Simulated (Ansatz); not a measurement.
`O[CH]1C[NH][AlH]1` → `[NH2][Al]1[CH2]C[O]1`  (isomerisation)

Calculated with Ansatz (gas phase, PBE0-D4/def2-TZVP geometries, no zero-point term in ΔE). CCSD(T)/CBS is the MP2 limit (def2-TZVPP, def2-QZVPP) plus CCSD(T) − MP2 in def2-TZVPP, frozen cores. DFT in def2-TZVPP. One conformer a species, not always the lowest.

`O[CH]1C[NH][AlH]1`:

Cartesian coordinates in Å:
```
O -1.111 -0.664 -1.478
C -0.503 -0.690 -0.187
C 0.952 -0.172 -0.291
N 0.978 0.966 0.641
Al -0.725 0.845 1.069
H -2.037 -0.891 -1.374
H -0.513 -1.710 0.214
H 1.680 -0.946 -0.018
H 1.138 0.123 -1.331
H 1.849 1.452 0.765
H -1.707 1.686 1.989
```

`[NH2][Al]1[CH2]C[O]1`:

Z-matrix (Å, degrees):
```
C
O 1 1.446
Al 1 2.274 2 49.1
C 1 1.547 2 106.6 3 -0.0
H 1 1.095 2 109.0 3 -120.9
H 1 1.095 2 109.0 3 120.9
N 3 1.759 1 171.2 2 0.0
H 4 1.090 1 113.9 2 117.1
H 4 1.090 1 113.9 2 -117.1
H 7 1.007 3 124.8 1 180.0
H 7 1.007 3 124.9 1 -0.0
```

| level | ΔE (kcal/mol) | difference from CCSD(T)/CBS |
| --- | --- | --- |
| PBE-D4 | -51.6 | 3.3 |
| r2SCAN-D4 | -55.7 | -0.8 |
| PBE0-D4 | -52.8 | 2.1 |
| ωB97X-V | -53.7 | 1.2 |
| B2PLYP | -55.8 | -0.9 |
| PBE | -52.0 | 2.9 |
| r2SCAN | -55.8 | -0.9 |
| PBE0 | -53.2 | 1.7 |
| MP2/def2-TZVPP | -56.8 | -1.9 |
| SCS-MP2/def2-TZVPP | -55.8 | -0.9 |
| CCSD/def2-TZVPP | -55.1 | -0.2 |
| CCSD(T)/def2-TZVPP | -54.8 | 0.1 |
| HF/def2-QZVPP | -56.2 | -1.3 |
| MP2/def2-QZVPP | -56.9 | -2.0 |
| HF/CBS(def2) | -56.2 | -1.3 |
| MP2/CBS(def2) | -56.9 | -2.0 |
| CCSD(T)/CBS | -54.9 | 0 |

Largest T1 diagnostic among the species: 0.013.

From PBE to PBE0 (25 % exact exchange), in def2-TZVPP and without D4, ΔE moves by −1.2 kcal/mol.

CCSD(T)/CBS has its own doubt, a few kJ/mol and more with outer-core shells, so smaller differences from it don't rank the levels.
